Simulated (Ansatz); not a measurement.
Basis-set extrapolation for `O[SiH](O)N[SiH](Cl)Cl` (PBE0-D4/def2-TZVP geometry, frozen core, Ansatz). Multiplicity 1, RHF reference.

```tsv
	def2-TZVPP	def2-QZVPP
HF	-1704.395017	-1704.449622
MP2 correlation	-1.298769	-1.413032
CCSD(T) correlation	-1.406263	not run
```

Energies in hartree. Use E(X) = E(∞) + A·exp(−7.88·√X) for Hartree–Fock and E(X) = E(∞) + B·X^(−2.97) for correlation, with X = 3 and 4, and add CCSD(T) minus MP2 of the smaller set to the MP2 limit.

Question: What is the CCSD(T) energy at the basis-set limit?

Answer: HF limit: -1704.449622 + (-0.054605) × 0.13774 = -1704.45714. MP2 limit: -1.413032 + (-0.114263) × 0.74074 = -1.49767. Higher-order term: -1.406263 − (-1.298769) = -0.10749. Total: -1706.06230 hartree, 685.3 kJ/mol below CCSD(T)/def2-TZVPP.
